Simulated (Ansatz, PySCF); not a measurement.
Si(F)(Br)(NH2)2 (BrFH₄N₂Si), SMILES N[Si](N)(F)Br. Atoms are numbered in the order given.

```xyz
9

N     -1.6629    -1.2124     0.7590
Si    -0.1236    -0.4957     0.6480
N      1.0740    -1.6924     0.5326
F     -0.0294     0.4815     1.9425
Br     0.2265     0.8579    -1.0778
H     -1.9600    -1.8984     0.0743
H     -2.4434    -0.6900     1.1415
H      1.0959    -2.4758     1.1761
H      1.9693    -1.5087     0.0959
```
Charge 0, spin multiplicity 1.

Coordinates come from a ωB97X-D3(BJ)/def2-SVP optimisation. This is a generated structure with no PubChem entry under its InChIKey; it may be hypothetical. The values are those of a single conformer.

Two levels are set side by side: PBE-D3(BJ)/def2-SVP (Ansatz, a first-principles code) and ωB97X-D3(BJ)/def2-SVP (PySCF). Each level has its own optimised geometry; the coordinates shown are those of the second. Frequencies come from the Hessian of PySCF at each geometry. Differences are taken from unrounded values.

```json
[
 {"quantity": "mean bond length (Å)", "ωB97X-D3(BJ)": "1.412"},
 {"quantity": "bond N1–Si2 (Å)", "ωB97X-D3(BJ)": "1.702"},
 {"quantity": "bond Si2–N3 (Å)", "ωB97X-D3(BJ)": "1.697"},
 {"quantity": "bond Si2–F4 (Å)", "ωB97X-D3(BJ)": "1.625"},
 {"quantity": "bond Si2–Br5 (Å)", "ωB97X-D3(BJ)": "2.221"},
 {"quantity": "bond N1–H6 (Å)", "ωB97X-D3(BJ)": "1.014"},
 {"quantity": "bond N1–H7 (Å)", "ωB97X-D3(BJ)": "1.014"},
 {"quantity": "bond N3–H8 (Å)", "ωB97X-D3(BJ)": "1.014"},
 {"quantity": "bond N3–H9 (Å)", "ωB97X-D3(BJ)": "1.013"},
 {"quantity": "highest harmonic wavenumber (cm⁻¹)", "ωB97X-D3(BJ)": "3738"},
 {"quantity": "mean harmonic wavenumber (cm⁻¹)", "ωB97X-D3(BJ)": "1205"},
 {"quantity": "zero-point energy (kcal/mol)", "ωB97X-D3(BJ)": "36.16"}
]
```

Q: What does PBE-D3(BJ) give, and how far is it from ωB97X-D3(BJ)? (An estimate is asked for; the answer gives what the named calculation found.)

A: 
| quantity | PBE-D3(BJ) | PBE-D3(BJ) minus ωB97X-D3(BJ) |
|---|---|---|
| mean bond length (Å) | 1.425 | 0.013 |
| bond N1–Si2 (Å) | 1.716 | 0.014 |
| bond Si2–N3 (Å) | 1.710 | 0.013 |
| bond Si2–F4 (Å) | 1.639 | 0.014 |
| bond Si2–Br5 (Å) | 2.249 | 0.027 |
| bond N1–H6 (Å) | 1.022 | 0.009 |
| bond N1–H7 (Å) | 1.023 | 0.009 |
| bond N3–H8 (Å) | 1.022 | 0.008 |
| bond N3–H9 (Å) | 1.021 | 0.008 |
| highest harmonic wavenumber (cm⁻¹) | 3611 | -126 |
| mean harmonic wavenumber (cm⁻¹) | 1163 | -42 |
| zero-point energy (kcal/mol) | 34.91 | -1.25 |

Exact exchange shortens and stiffens bonds; PBE has none. Differences between two approximate levels are no errors against the true value.
